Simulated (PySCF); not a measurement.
Tc: excitation energy

Tc [Kr] 4d5 5s2 (6S) → Tc [Kr] 4d5 5s1 5p1 (8P), as a difference of total energies. All numbers are calculated (PySCF 2.14, scalar relativity by spin-free X2C-1e, in x2c-TZVPPall (8s6p6d2f1g, 79 functions)). Correlated levels: valence: [Kr] frozen; valence and next inner shell: [Ar] 3d10 frozen. The calculations carry no spin-orbit coupling.

```
                                method  excitation energy (eV)
                                   UHF                   0.808
                                   LDA                   2.307
                                   PBE                   2.010
                                  PBE0                   1.828
                                r2SCAN                   1.639
                             BHandHLYP                   2.311
                                 B97-3                   2.599
                                B2PLYP                   2.305
                               r2SCAN0                   1.651
                         MP2 (valence)                   1.758
                     SCS-MP2 (valence)                   2.116
    MP2 (valence and next inner shell)                   1.906
SCS-MP2 (valence and next inner shell)                   2.151
```

Errors of the correlated levels include the incompleteness of this basis and the frozen core.

The basis was made for the ground configuration and has no added diffuse functions, so the excitation energy can come out too high.

Problem. Which method comes closest to the reference value, and which is furthest?

Solution. The reference is 2.112 eV (measured; NIST levels, between the centres of gravity of the two terms). Closest: SCS-MP2 (valence) (error 0.004 eV); furthest: UHF (error -1.304 eV).
